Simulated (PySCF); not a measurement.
CsBr, SMILES [Cs][Br]. Atoms are numbered in the order given.

```xyz
2

Cs     0.0000     0.0000    -1.2229
Br     0.0000     0.0000     1.9217
```
Charge 0, spin multiplicity 1.

Coordinates come from a B3LYP-D3(BJ)/def2-TZVPD optimisation. The def2 effective core potentials stand for the cores of Cs; spin–orbit coupling is left out.

Level of theory: PBE/def2-TZVPD run with PySCF.

Isolated molecule, no solvent.

Computed frontier levels, gap, dipole moment and polarisability:
The highest occupied level is -4.57 eV. The lowest empty level comes out as -1.70 eV, the orbital gap is 2.87 eV and the dipole moment is 10.77 D. The quadrupole, principal values (traceless, Buckingham form, about the centre of nuclear charge) comes out as -6.70, 3.35, 3.35 D·Å, the mean static polarisability is 67.2 bohr³ (9.96 Å³) and the polarisability, principal values is 53.2, 53.2, 95.3 bohr³.
